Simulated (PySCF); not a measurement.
ZrClF3 (singlet state).
Cartesian coordinates in Å at the PBE0-D3(BJ)/def2-SVP level; atoms count from 1:
```xyz
5
ClF3Zr angstrom
Zr     0.0175   -0.0188   -0.0897
Cl    -0.1714   -0.0947    2.2468
F      1.8403   -0.0415   -0.5822
F     -0.7713    1.5567   -0.7715
F     -0.8403   -1.5122   -0.8656
```

Method used: TDDFT wB97X-D/def2-SVPD, vertical, gas phase, core orbitals frozen in the response, def2 core potentials past Kr in PySCF. Spin–orbit coupling is left out.

Computed states:

| state | E (eV) | f |
| --- | --- | --- |
| S1 | 6.74 | 0.0000 |
| S2 | 6.83 | 0.0011 |
| S3 | 6.83 | 0.0009 |
| S4 | 7.43 | 0.080 |
| S5 | 7.66 | 0.0000 |
| S6 | 7.67 | 0.0000 |
| S7 | 7.77 | 0.010 |
| S8 | 7.77 | 0.010 |
| S9 | 8.31 | 0.0001 |

Each state is given a Gaussian of 0.5 eV full width at half maximum, with ε(max) = 2.175×10⁸ f / Δν̃ (Δν̃ the width in cm⁻¹). The width is an assumption, not a result. The curve ends short of the highest state used, and states not computed would add to its high-energy end.

Question: Give the broadened spectrum and its maxima.

Answer: 
| E (eV) | ε (L mol⁻¹ cm⁻¹) |
| --- | --- |
| 5.99 | 0 |
| 6.03 | 0 |
| 6.08 | 0 |
| 6.13 | 1 |
| 6.18 | 1 |
| 6.23 | 2 |
| 6.28 | 4 |
| 6.33 | 7 |
| 6.38 | 12 |
| 6.43 | 19 |
| 6.48 | 29 |
| 6.53 | 42 |
| 6.58 | 57 |
| 6.63 | 75 |
| 6.68 | 95 |
| 6.72 | 113 |
| 6.77 | 141 |
| 6.82 | 182 |
| 6.87 | 245 |
| 6.92 | 348 |
| 6.97 | 512 |
| 7.02 | 759 |
| 7.07 | 1107 |
| 7.12 | 1564 |
| 7.17 | 2117 |
| 7.22 | 2732 |
| 7.27 | 3354 |
| 7.32 | 3913 |
| 7.36 | 4269 |
| 7.41 | 4554 |
| 7.46 | 4632 |
| 7.51 | 4508 |
| 7.56 | 4212 |
| 7.61 | 3798 |
| 7.66 | 3321 |
| 7.71 | 2830 |

Maxima: 166 nm (7.45 eV), ε about 4600, made up of S4 (92%) (ε in L mol⁻¹ cm⁻¹; maxima over ε = 5, shares over 10%).

Question: What would ε be at 7.45 eV, the highest of these maxima, with half the width (0.25 eV)?

Answer: About 8440 L mol⁻¹ cm⁻¹ against 4630, a factor of about 1.8; a lone state at its own centre would give exactly 2.

Question: On this curve, what absorbance would a 10⁻⁵ mol/L sample give at 193 nm over a 1 cm path?

Answer: 193 nm is 6.424 eV, where ε is about 18 L mol⁻¹ cm⁻¹, so A = ε c l ≈ 0.00018 (Beer–Lambert, with the gas-phase spectrum and the assumed width).

Question: Coming from long wavelengths, where does ε first pass 100 L mol⁻¹ cm⁻¹?

Answer: At about 185 nm (6.69 eV), 0.04 eV below S1.

All these states lie below the vertical ionisation energy of 12.74 eV (ΔSCF).

Time: 66 s (with the writing of density and orbital grids); peak memory 0.60 GiB. Hardware: an AMD EPYC 7R43 with one thread, shared host with 256 logical CPUs at a one-minute load of 130.
